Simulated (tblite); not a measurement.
Species: C4H2FO2S (doublet state).
Structure used (GFN2-xTB), in Å, numbered top down from 1:
```
atom  x, y, z in Å
O1    -2.043    1.077   -0.792
C2    -0.919    0.769   -0.462
S3     0.528    1.861   -0.584
C4     1.516    0.606    0.067
F5     2.812    0.814    0.240
C6     0.871   -0.568    0.373
C7    -0.486   -0.495    0.086
O8    -1.377   -1.472    0.274
H9     1.360   -1.432    0.784
H10   -2.252   -1.156   -0.009
```

Computed values, GFN2-xTB/tblite, gas phase, harmonic and unscaled. This tight-binding method is rough: wavenumbers can miss measured ones by several per cent, in bad cases by 10 to 20. One conformer, not necessarily the lowest. Open shells enter through the occupations alone, without spin polarisation, and single modes of such species can be off by tens of per cent.

Harmonic wavenumbers (cm⁻¹): 129.2, 199.6, 252.5, 308.3, 372.7, 425.2, 446.0, 446.8, 515.2, 534.1, 603.1, 690.4, 722.9, 803.1, 923.1, 1114.2, 1137.3, 1172.0, 1328.5, 1478.2, 1495.4, 1694.1, 3155.1, 3394.2.

A = 3067, B = 1534, C = 1023 MHz; mass 132.976 u (most abundant isotopes); point group Cs, symmetry number 1; spin multiplicity 2.

Question: Zero-point energy?

Answer: ½Σν̃ = 11671 cm⁻¹ = 139.61 kJ/mol.

Question: Entropy at 273.15 K, 1 bar (ideal gas, RRHO, classical rotation)?

Answer: Translation 168.02, rotation 118.54, vibration 53.69, spin (R ln 2) 5.76: S = 346.0 J/(mol K).

Question: And Cp and H(273.15 K) − H(0)?

Answer: Cp = 110.75 J/(mol K), of which vibrations give 77.49 (their classical limit is 24 R = 199.5); H(273.15 K) − H(0) = 18.34 kJ/mol without the zero-point energy, 9.26 from vibrations.

Question: What must be added to the electronic energy to get the Gibbs energy at 273.15 K and 1 bar?

Answer: ZPE + [H(273.15 K) − H(0)] − T·S = 139.61 + 18.34 − 94.51 = 63.44 kJ/mol.

Question: Which modes carry the vibrational entropy at 273.15 K?

Answer: 129.2 cm⁻¹: 11.67; 199.6 cm⁻¹: 8.27; 252.5 cm⁻¹: 6.53; 308.3 cm⁻¹: 5.14; 372.7 cm⁻¹: 3.92; 425.2 cm⁻¹: 3.16 J/(mol K); the other 18 give 14.99 together.

Question: How do the functions run with temperature in this model?

Answer: 
| T (K) | S (J/(mol K)) | Cp (J/(mol K)) | H − H(0) (kJ/mol) | G − H(0) (kJ/mol) | ln q(vib) |
| --- | --- | --- | --- | --- | --- |
| 150 | 292.1 | 71.0 | 7.02 | -36.79 | 0.74 |
| 250 | 336.5 | 104.2 | 15.85 | -68.27 | 2.04 |
| 298.15 | 356.0 | 117.3 | 21.19 | -84.95 | 2.76 |
| 400 | 393.8 | 140.0 | 34.35 | -123.17 | 4.35 |
| 600 | 456.7 | 169.6 | 65.58 | -208.44 | 7.48 |
| 900 | 530.5 | 193.3 | 120.42 | -357.03 | 11.78 |

q(vib) and H(0) count from the zero-point level.

Question: Blend soft modes into free rotors: weight 1/[1 + (100 cm⁻¹/ν̃)⁴] for the oscillator and the rest for a rotor with moment μB/(μ + B), μ = h/(8π²ν), B = 10⁻⁴⁴ kg m². What vibrational entropy results?

Answer: 53.50 J/(mol K) in place of 53.69, which changes −T·S at 273.15 K by +0.05 kJ/mol.

Hindered rotation and anharmonicity are outside this model. Other conformers, if any are populated, would add a mixing term that is left out.
